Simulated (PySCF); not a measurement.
C5H3N3S.
Numbering: `[H]/[N:4]=[C:3](\[C:2]#[N:1])[c:5]1[cH:6][n:7][cH:8][s:9]1` (hydrogens: H10 on N4; H11 on C6; H12 on C8)

Structure optimised with GFN2-xTB, isolated species.

Problem. List the bond lengths, angles and torsions at this level.

Solution. 
| bond | length (bohr) |
| --- | --- |
| N1≡C2 | 2.164 |
| C2–C3 | 2.720 |
| C3=N4 | 2.400 |
| C3–C5 | 2.726 |
| C5–C6 | 2.601 |
| C6–N7 | 2.536 |
| N7–C8 | 2.434 |
| C8–S9 | 3.265 |
| C5–S9 | 3.276 |
| N4–H10 | 1.921 |
| C6–H11 | 2.033 |
| C8–H12 | 2.026 |

A selection of angles:
| angle | degrees |
| --- | --- |
| N1–C2–C3 | 174.7 |
| C2–C3–N4 | 123.2 |
| C2–C3–C5 | 115.6 |
| N4–C3–C5 | 121.2 |
| C3–N4–H10 | 115.7 |
| C3–C5–C6 | 128.1 |
| C3–C5–S9 | 122.2 |
| C6–C5–S9 | 109.7 |
| C5–C6–N7 | 115.1 |
| C5–C6–H11 | 125.3 |
| N7–C6–H11 | 119.5 |
| C6–N7–C8 | 111.5 |
| N7–C8–S9 | 115.8 |
| N7–C8–H12 | 123.2 |
| S9–C8–H12 | 121.0 |
| C5–S9–C8 | 87.8 |

Dihedral angles: C2–C3–C5–C6 0° (synperiplanar); H10–N4–C3–C2 0° (synperiplanar).

The 3 C–C bonds span 1.377 Å (C5–C6, aromatic) to 1.443 Å (C3–C5, drawn single), a spread of 0.066 Å. Of the pairs four or more bonds apart, C2···H11 is among the closest relative to their van der Waals radii: 2.73 Å, 94 % of the sum of Bondi's values. The 9 heavy atoms lie in one plane (0.001 Å rms). The 5-membered ring C5–C6–N7–C8–S9 has internal angles of 87.8° to 115.8° (sum 540°, against 540° for a flat polygon); it is planar, 0.00 Å rms from its mean plane, widest ring torsion 0°. The 4 C–N bonds span 1.145 Å (N1≡C2, drawn triple) to 1.342 Å (C6–N7, aromatic), a spread of 0.197 Å.

Point group: Cs (every atom within 0.08 Å of its image). Not checked by GFN2-xTB frequencies. One conformer, not necessarily the lowest.

These are computed values.
